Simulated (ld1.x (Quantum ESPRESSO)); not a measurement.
## PBEsol RRKJ dataset for Sb (Z = 51), scalar-relativistic all-electron reference.

ld1.x (Quantum ESPRESSO) 7.5 was run on this input:

```
&input
   title='Sb', zed=51., rel=1, dft='PBESOL', iswitch=3,
   config='[Kr] 4d10 5s1.75 5p3.25',
   nld=3, rlderiv=2.50, eminld=-4.0, emaxld=5.0, deld=0.02
 /
 &inputp
   pseudotype=2, tm=.false., lloc=2,
   nlcc=.true.,
   file_pseudopw='Sb.UPF', file_wfcaegen='ae.wfc', file_wfcncgen='nc.wfc', file_beta='beta', file_chi='chi'
 /
3
5S  1  0   1.75   0.00  1.95  1.95  0.0
5P  2  1   3.25   0.00  2.30  2.30  0.0
4D  3  2  10.00   0.00  0.90  0.90  0.0
 &test
   configts(1)='4d10 5s1.75 5p3.25'
 /
```

Command:

```bash
ld1.x < Sb.in > Sb.out
```

Resulting log (shortened: banner, matrices, multipoles, cross overlaps and the repeated all-electron block are left out):

```
[... start of the log left out ...]

     s(1S/1S) =  1.000000  <r> =   0.0284  <r2> =    0.0011  r(max) =   0.0184
     s(2S/2S) =  1.000000  <r> =   0.1227  <r2> =    0.0177  r(max) =   0.1034
     s(2P/2P) =  1.000000  <r> =   0.1071  <r2> =    0.0140  r(max) =   0.0826
     s(3S/3S) =  1.000000  <r> =   0.3308  <r2> =    0.1251  r(max) =   0.2991
     s(3P/3P) =  1.000000  <r> =   0.3289  <r2> =    0.1255  r(max) =   0.2918
     s(4S/4S) =  1.000000  <r> =   0.7908  <r2> =    0.7074  r(max) =   0.7266
     s(4P/4P) =  1.000000  <r> =   0.8524  <r2> =    0.8296  r(max) =   0.7639
     s(3D/3D) =  1.000000  <r> =   0.3055  <r2> =    0.1107  r(max) =   0.2449
     s(4D/4D) =  1.000000  <r> =   1.0303  <r2> =    1.2550  r(max) =   0.8442
     s(5S/5S) =  1.000000  <r> =   2.2172  <r2> =    5.5978  r(max) =   1.8789
     s(5P/5P) =  1.000000  <r> =   2.8877  <r2> =    9.6988  r(max) =   2.3237

     ------------------------ End of All-electron run ------------------------

     --------------------- Generating NC pseudopotential ---------------------

      Generating local pot.: lloc=2, matching radius rcloc =   0.9000

      Computing core charge for nlcc:

       r > 0.61 : true rho core
       r < 0.61 : rho core = a sin(br)/r    a=  29.48  b=   3.53

      Integrated core pseudo-charge :  11.74

      Wfc   5S  rcut= 1.951  Estimated cut-off energy=       32.58 Ry
     l=   0 Node at 0.71761244
      This function has    1 nodes for 0 < r <    1.951

 %%%%%%%%%%%%%%%%%%%%%%%%%%%%%%%%%%%%%%%%%%%%%%%%%%%%%%%%%%%%%%%%%%%%%%%%%%%%%%
     Error in routine compute_phi (1):
     phi has nodes before r_c
 %%%%%%%%%%%%%%%%%%%%%%%%%%%%%%%%%%%%%%%%%%%%%%%%%%%%%%%%%%%%%%%%%%%%%%%%%%%%%%

     stopping ...
```

The run stopped because the RRKJ expansion in Bessel functions gave a pseudo-wave with a node inside its radius.

The run took about 0.11 s on one core of a shared server CPU.
